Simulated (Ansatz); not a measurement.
Reactions of C3H7NOSi (`N=CC(O)=C[SiH3]`).

Isolated molecules relaxed with PBE0-D4/def2-TZVP in Ansatz; ΔE leaves out vibrations. CBS: MP2 limit from def2 TZ/QZ plus the TZ coupled-cluster correction, frozen cores. This one scheme is used for every species. Double bonds are as drawn, so ΔE can hold a change between cis and trans. Elements past krypton have def2 core potentials. For In outer-core shells are correlated without core-valence functions, which leaves a few kJ/mol of doubt a bond. One conformer a species, not always the lowest.

(1) Order these by ΔE at CCSD(T)/CBS, lowest first. (Estimate.)
A. `N=CC(O)=C[SiH3]` + H₂ → `C=C(O)C=N` + SiH₄
B. `N=CC(O)=C[SiH3]` + `OBS` → `[SiH3]OBS` + `C=C(O)C=N`
C. `N=CC(O)=C[SiH3]` → `C=C1O[SiH2]C1N`
D. `N=CC(O)=C[SiH3]` + `O=COCF` → `O=COC(F)[SiH3]` + `C=C(O)C=N`
E. `N=CC(O)=C[SiH3]` → `C[SiH2]C1N=CO1`
F. `N=CC(O)=C[SiH3]` + `[OH][In]([Cl])[O][SiH3]` → `[SiH3][O][In]([Cl])[O][SiH3]` + `C=C(O)C=N`
G. `N=CC(O)=C[SiH3]` + H₂ → `C=N` + `O/C=C/[SiH3]`
H. `N=CC(O)=C[SiH3]` + HCl → `O/C(Cl)=C/[SiH3]` + `C=N`

Largest T1 diagnostic: 0.015, for `[OH][In]([Cl])[O][SiH3]`.

## Answers

(1) F (-124.0 kJ/mol), B (-107.1 kJ/mol), C (-73.1 kJ/mol), A (-43.3 kJ/mol), G (-27.0 kJ/mol), D (+6.3 kJ/mol), E (+23.8 kJ/mol), H (+50.9 kJ/mol).
